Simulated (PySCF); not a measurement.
**A small calculation by hand: entropy of an ideal gas**

PbS, SMILES [S]=[Pb] (connectivity only; charge and spin as stated), neutral, multiplicity 1.

The structure is a stationary point at PBE0-D3(BJ)/def2-TZVP. The def2 effective core potentials stand for the cores of Pb; spin–orbit coupling is left out.

PBE0-D3(BJ)/def2-TZVP (PySCF) gives the harmonic wavenumbers 454 cm⁻¹ and the rotational temperature 0.1678 K. The molar mass is 239.26 g/mol, the symmetry number 1, the spin multiplicity 1.

**Question.** Work out the entropy at 298.15 K and 1 atm in the rigid-rotor, harmonic-oscillator model.

**Answer.** 
Translation (Sackur–Tetrode at 1 atm): S = R[1.5 ln M + 2.5 ln T − 1.16487] = 177.1 J/(mol K).
Rotation: q = T/(σ θ) = 1780, S = R[ln q + 1] = 70.5 J/(mol K).
Vibration: with u = 1.4388 ν/T, each mode gives R[u/(e^u − 1) − ln(1 − e^−u)]:
| ν (cm⁻¹) | modes | u | S (J/(mol K)) |
|---|---|---|---|
| 454 | 1 | 2.19 | 3.28 |
These are all the modes. Sum 3.3 J/(mol K).
Spin: R ln 1 = 0.0 J/(mol K).
Total 250.9 J/(mol K); the program's own thermochemistry gives 250.9. Translation makes up 71 % and vibration 1 %. Anharmonicity, hindered rotation and orbital degeneracy are left out.
